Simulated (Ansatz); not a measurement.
Consider the ligand exchange at a Ga–Br bond: `[NH2][Ga]([NH2])[Br]` + H–F → `[NH2][Ga]([NH2])[F]` + HBr.

Gas-phase electronic energies from Ansatz, PBE0-D4/def2-TZVP geometries. CCSD(T)/CBS is the MP2 limit (def2-TZVPP, def2-QZVPP) plus CCSD(T) − MP2 in def2-TZVPP, frozen cores. This one scheme is used for every species. Functionals use def2-TZVPP. For Br, Ga outer-core shells are correlated without core-valence functions, which leaves a few kJ/mol of doubt a bond. Scalar relativity is left out up to krypton. One conformer a species, not always the lowest.

`[NH2][Ga]([NH2])[Br]`:

Z-matrix (Å, degrees):
```
N
Ga 1 1.809
H 1 1.006 2 121.7
H 1 1.006 2 119.7 3 -148.6
N 2 1.808 1 125.2 3 -17.4
Br 2 2.289 1 117.4 3 162.6
H 5 1.006 2 121.7 1 -17.4
H 5 1.006 2 119.7 1 -166.0
```

H–F:

Cartesian coordinates in Å:
```
F -0.270 0.227 0.295
H 0.270 -0.227 -0.295
```

`[NH2][Ga]([NH2])[F]`:

Z-matrix (Å, degrees):
```
N
Ga 1 1.806
H 1 1.007 2 119.2
H 1 1.006 2 121.7 3 146.9
N 2 1.806 1 128.9 3 -165.1
F 2 1.758 1 115.6 3 14.9
H 5 1.006 2 121.6 1 -18.2
H 5 1.007 2 119.2 1 -165.1
```

HBr:

Z-matrix (Å, degrees):
```
Br
H 1 1.420
```

CCSD(T)/CBS gives +0.51 eV.

Another level gave +0.44 eV. Which?
A. B97M-V/def2-TZVPP
B. PBE-QIDH/def2-TZVPP
C. LDA (SPW92)/def2-TZVPP
D. BLYP/def2-TZVPP

C. LDA (SPW92) 0.44, B97M-V 0.37, PBE-QIDH 0.52, BLYP 0.29 eV.

Largest T1 diagnostic among the species: 0.013.

From r2SCAN to r2SCAN0 (25 % exact exchange), in def2-TZVPP and without D4, ΔE moves by +0.06 eV. Leaving LDA and LC-ωPBE aside and taking each functional with its dispersion term where it has one, the values, not all of them listed here, spread over 0.15 eV, from B97M-V to HSE06-D4. The D4 term adds +0.07 eV with B3LYP and +0.04 eV with PBE0; it sums over pairs of atoms, weighted by their polarisabilities, and B3LYP, whose exchange is more repulsive, gets the larger term.

B3LYP here is the variant with VWN-RPA as its local correlation; programs differ in this.
